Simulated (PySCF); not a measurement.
NdCl3(NH3) relaxed at several levels

Computed with PySCF 2.14.0, def2-SVP on the ligands, density fitting, scalar-relativistic core potentials, no spin-orbit coupling, vacuum. Each row is relaxed at its own level from the same template. Distances are means of the shortest metal–ligand contacts, charges and spins Mulliken's; removal energies are rigid, with the ligand's formal charge and no counterpoise, so too large; for an anion taken off a cation in vacuum most of it is the attraction of opposite charges, and multiply charged cations can part far more cheaply with an electron moved from ligand to metal. lcecp potentials hold a fixed number of 4f electrons in the core, out of states, spins and gaps.

```tsv
level	basis on the metal	point group	M–Cl (Å)	M–NH3 (Å)	charge on M (e)	dipole (D)	removal of one Cl (eV)	strongest infrared band, degenerate modes summed (cm⁻¹)	unstable modes (below −25 cm⁻¹)
PBE0	lcecp-1-SVP with ECP49	C3v	2.557	2.542	0.84	5.04	8.69	334	0
```

Task: What does the calculation give for TPSS, lcecp-1-SVP with ECP49?

Result: point group: C3v, M–Cl (Å): 2.574, M–NH3 (Å): 2.558, charge on M (e): 0.81, dipole (D): 4.95, removal of one Cl (eV): 8.64, unstable modes (below −25 cm⁻¹): not given.
```xyz
8

Nd    0.0453   -0.0453    0.0453
Cl    1.1837    1.9629    1.1837
Cl   -1.9629   -1.1837    1.1837
Cl    1.1837   -1.1837   -1.9629
N    -1.4313    1.4313   -1.4313
H    -2.0464    2.0464   -0.8813
H    -0.8813    2.0464   -2.0464
H    -2.0464    0.8813   -2.0464
```

One start shape was tried for each, so a minimum needn't be the lowest isomer.
